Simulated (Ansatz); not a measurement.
Basis sets compared for GeF2Me2 (C₂H₆F₂Ge). The state is a singlet with charge 0. Geometry r2SCAN-D4/def2-SVP. Ansatz on 4 threads of Intel Xeon on a shared host; times are rough, and most runs start from earlier orbitals.

```xyz
11

Ge    0.464    0.358   -0.080
F     1.357    0.655   -1.546
F     1.262    1.365    1.095
C     0.758   -1.477    0.426
H     0.311   -2.156   -0.314
H     0.314   -1.677    1.412
H     1.839   -1.666    0.476
C    -1.318    1.045   -0.330
H    -1.915    0.906    0.583
H    -1.812    0.528   -1.165
H    -1.259    2.119   -0.558
```

Binding counts from free atoms (Ge triplet, F doublet, C triplet, H doublet) in the same basis, without a counterpoise term.

| level | functions | energy (Eh) | HOMO (eV) | LUMO (eV) | binding per atom (eV) | wall time |
| --- | --- | --- | --- | --- | --- | --- |
| PBE-D4/def2-SVP | 118 | -2355.5188 | -7.41 | 0.08 | 3.97 | 1.5 s |
| PBE-D4/def2-TZVP | 208 | -2356.1269 | -7.57 | -0.30 | 3.95 | 1.9 s |
| PBE0-D4/def2-SVP | 118 | -2355.5921 | -8.95 | 0.99 | 3.90 | 1.9 s |
| PBE0-D4/def2-TZVP (with forces) | 208 | -2356.1954 | -9.00 | 0.57 | 3.89 | 5 s |
| r2SCAN0-D4/def2-TZVP | 208 | -2356.5524 | -9.22 | 1.02 | 3.85 | 4.6 s |

Q: Estimate the rows for PBE-D4/def2-TZVPD, PBE0-D4/def2-TZVPD, r2SCAN0-D4/def2-TZVPD.

A: 
| level | functions | energy (Eh) | HOMO (eV) | LUMO (eV) | binding per atom (eV) | wall time |
| --- | --- | --- | --- | --- | --- | --- |
| PBE-D4/def2-TZVPD | 262 | -2356.1305 | -7.63 | -0.87 | 3.95 | 3 s |
| PBE0-D4/def2-TZVPD | 262 | -2356.1983 | -9.04 | -0.18 | 3.89 | 4.7 s |
| r2SCAN0-D4/def2-TZVPD | 262 | -2356.5550 | -9.24 | 0.29 | 3.85 | 7 s |
